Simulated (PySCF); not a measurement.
C₂H₅N, SMILES C=NC.

The structure is a stationary point at PBE0-D3(BJ)/def2-TZVP.

The numbers are results of PBE0-D3(BJ)/def2-TZVP (PySCF), not measurements.

Frequencies are harmonic and unscaled.

```json
[
 {"mode": "1", "ν (cm⁻¹)": "223", "IR (km/mol)": "8.4", "Raman (Å⁴/amu)": "0.6", "depolarisation": "0.75", "moving atoms (share of kinetic energy)": "H 79 %, N 15 %"},
 {"mode": "2", "ν (cm⁻¹)": "480", "IR (km/mol)": "6.3", "Raman (Å⁴/amu)": "2.7", "depolarisation": "0.23", "moving atoms (share of kinetic energy)": "H 43 %, C 31 %, N 26 %"},
 {"mode": "3", "ν (cm⁻¹)": "701", "IR (km/mol)": "1.3", "Raman (Å⁴/amu)": "4.9", "depolarisation": "0.75", "moving atoms (share of kinetic energy)": "H 95 %"},
 {"mode": "4", "ν (cm⁻¹)": "998", "IR (km/mol)": "13.6", "Raman (Å⁴/amu)": "3.5", "depolarisation": "0.23", "moving atoms (share of kinetic energy)": "C 54 %, N 25 %, H 21 %"},
 {"mode": "5", "ν (cm⁻¹)": "1068", "IR (km/mol)": "20.2", "Raman (Å⁴/amu)": "0.4", "depolarisation": "0.75", "moving atoms (share of kinetic energy)": "H 73 %, C 26 %"},
 {"mode": "6", "ν (cm⁻¹)": "1122", "IR (km/mol)": "0.1", "Raman (Å⁴/amu)": "1.3", "depolarisation": "0.73", "moving atoms (share of kinetic energy)": "H 78 %, C 21 %"},
 {"mode": "7", "ν (cm⁻¹)": "1141", "IR (km/mol)": "0.3", "Raman (Å⁴/amu)": "0.1", "depolarisation": "0.75", "moving atoms (share of kinetic energy)": "H 68 %, C 21 %, N 10 %"},
 {"mode": "8", "ν (cm⁻¹)": "1241", "IR (km/mol)": "19.4", "Raman (Å⁴/amu)": "0.3", "depolarisation": "0.75", "moving atoms (share of kinetic energy)": "H 55 %, C 23 %, N 22 %"},
 {"mode": "9", "ν (cm⁻¹)": "1427", "IR (km/mol)": "0.8", "Raman (Å⁴/amu)": "8.2", "depolarisation": "0.49", "moving atoms (share of kinetic energy)": "H 84 %, C 16 %"},
 {"mode": "10", "ν (cm⁻¹)": "1468", "IR (km/mol)": "6.1", "Raman (Å⁴/amu)": "11.1", "depolarisation": "0.75", "moving atoms (share of kinetic energy)": "H 97 %"},
 {"mode": "11", "ν (cm⁻¹)": "1472", "IR (km/mol)": "2.3", "Raman (Å⁴/amu)": "28.4", "depolarisation": "0.61", "moving atoms (share of kinetic energy)": "H 93 %"},
 {"mode": "12", "ν (cm⁻¹)": "1503", "IR (km/mol)": "23.7", "Raman (Å⁴/amu)": "0.7", "depolarisation": "0.13", "moving atoms (share of kinetic energy)": "H 91 %"},
 {"mode": "13", "ν (cm⁻¹)": "1767", "IR (km/mol)": "18.3", "Raman (Å⁴/amu)": "16.6", "depolarisation": "0.15", "moving atoms (share of kinetic energy)": "C 49 %, N 44 %"},
 {"mode": "14", "ν (cm⁻¹)": "2988", "IR (km/mol)": "45.6", "Raman (Å⁴/amu)": "88.2", "depolarisation": "0.02", "moving atoms (share of kinetic energy)": "H 96 %"},
 {"mode": "15", "ν (cm⁻¹)": "3000", "IR (km/mol)": "68.2", "Raman (Å⁴/amu)": "158.8", "depolarisation": "0.15", "moving atoms (share of kinetic energy)": "H 94 %"},
 {"mode": "16", "ν (cm⁻¹)": "3090", "IR (km/mol)": "22.6", "Raman (Å⁴/amu)": "113.4", "depolarisation": "0.29", "moving atoms (share of kinetic energy)": "H 92 %, C 8 %"},
 {"mode": "17", "ν (cm⁻¹)": "3111", "IR (km/mol)": "12.4", "Raman (Å⁴/amu)": "85.8", "depolarisation": "0.75", "moving atoms (share of kinetic energy)": "H 91 %, C 9 %"},
 {"mode": "18", "ν (cm⁻¹)": "3150", "IR (km/mol)": "26.5", "Raman (Å⁴/amu)": "110.8", "depolarisation": "0.45", "moving atoms (share of kinetic energy)": "H 90 %, C 10 %"}
]
```
